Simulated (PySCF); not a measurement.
Can point charges reproduce the dipole moment of `O(C12CC(C1)C2)C`?

Coordinates (GFN2-xTB, Å) and charges (e) from the PBE0/pcSseg-1 density (PySCF):

| atom | x | y | z | Mulliken | IAO | Hirshfeld | ESP-fitted |
| --- | --- | --- | --- | --- | --- | --- | --- |
| C1 | 2.360 | 0.000 | 0.281 | -0.0202 | -0.2023 | -0.0402 | -0.0754 |
| O2 | 1.316 | 0.937 | 0.142 | -0.4824 | -0.3710 | -0.1476 | -0.4204 |
| C3 | 0.055 | 0.377 | 0.137 | +0.0249 | +0.2302 | +0.0867 | +0.5757 |
| C4 | -1.243 | 1.185 | 0.001 | -0.0874 | -0.2651 | -0.0787 | -0.4666 |
| C5 | -1.674 | -0.287 | 0.120 | -0.2185 | -0.1012 | -0.0239 | +0.1111 |
| C6 | -0.548 | -0.633 | -0.869 | -0.1357 | -0.2917 | -0.0864 | -0.3972 |
| C7 | -0.645 | -0.434 | 1.254 | -0.1360 | -0.2917 | -0.0864 | -0.4002 |
| H8 | 2.279 | -0.547 | 1.227 | +0.0942 | +0.1257 | +0.0377 | +0.0670 |
| H9 | 2.363 | -0.716 | -0.547 | +0.0942 | +0.1257 | +0.0377 | +0.0682 |
| H10 | 3.286 | 0.572 | 0.271 | +0.1219 | +0.1591 | +0.0512 | +0.1126 |
| H11 | -1.493 | 1.843 | 0.830 | +0.1135 | +0.1264 | +0.0367 | +0.1436 |
| H12 | -1.411 | 1.676 | -0.954 | +0.1135 | +0.1264 | +0.0368 | +0.1429 |
| H13 | -2.687 | -0.669 | 0.109 | +0.0708 | +0.1389 | +0.0451 | +0.0684 |
| H14 | -0.669 | -0.292 | -1.895 | +0.1132 | +0.1252 | +0.0341 | +0.1226 |
| H15 | -0.168 | -1.653 | -0.837 | +0.1105 | +0.1201 | +0.0314 | +0.1116 |
| H16 | -0.856 | 0.091 | 2.183 | +0.1132 | +0.1251 | +0.0341 | +0.1226 |
| H17 | -0.273 | -1.438 | 1.446 | +0.1105 | +0.1201 | +0.0314 | +0.1138 |

Question: What dipole does each set of charges give (1 e·Å = 4.803 D), and what does the density give?

Answer: The full density gives (0.05, -1.28, 0.13) D, 1.29 D in size; dipole vectors point from the negative to the positive end.

```json
{"scheme": "Mulliken", "μx": "0.25", "μy": "-1.92", "μz": "0.20", "size (D)": "1.95", "share of the full size (%)": "152", "angle to the full dipole (°)": "5"}
{"scheme": "IAO", "μx": "0.08", "μy": "-1.67", "μz": "0.16", "size (D)": "1.68", "share of the full size (%)": "131", "angle to the full dipole (°)": "0"}
{"scheme": "Hirshfeld", "μx": "0.03", "μy": "-0.59", "μz": "0.06", "size (D)": "0.59", "share of the full size (%)": "46", "angle to the full dipole (°)": "0"}
{"scheme": "ESP-fitted", "μx": "0.08", "μy": "-1.31", "μz": "0.13", "size (D)": "1.32", "share of the full size (%)": "102", "angle to the full dipole (°)": "1"}
```

Question: Which set comes closest?

Answer: Length of the difference vector: ESP-fitted 0.04 D, IAO 0.39 D, Mulliken 0.68 D, Hirshfeld 0.69 D. Closest: ESP-fitted. 

Question: What is left for the Hirshfeld atoms' own dipoles?

Answer: The Hirshfeld atoms' densities add up to the full density, so μ = Σ q r + Σ (atomic dipoles). The atomic dipoles sum to (0.05, -1.28, 0.13) − (0.03, -0.59, 0.06) = (0.02, -0.69, 0.07) D, 0.69 D in size.

Question: With the origin at the mean of the coordinates, (0.000, 0.001, 0.170) Å, which are the largest single terms, by size, of the IAO dipole along the direction of the full one?

Answer: C4 +1.59, O2 +1.57, H12 -1.11, H11 -1.11, H17 +0.89 D; all 17 atoms together +1.68 D. The single terms depend on the origin, their sum doesn't.

Question: Give the size of the full dipole in other units.

Answer: 1.29 D = 0.506 au = 0.268 e·Å = 4.29 × 10⁻³⁰ C·m.

Isolated species at its GFN2-xTB geometry (one conformer only).

Shape of the structure used: `[CH3:1][O:2][C@@:3]12[CH2:4][C@@H:5]([CH2:6]1)[CH2:7]2`: C1–O2–C3–C4 180°.
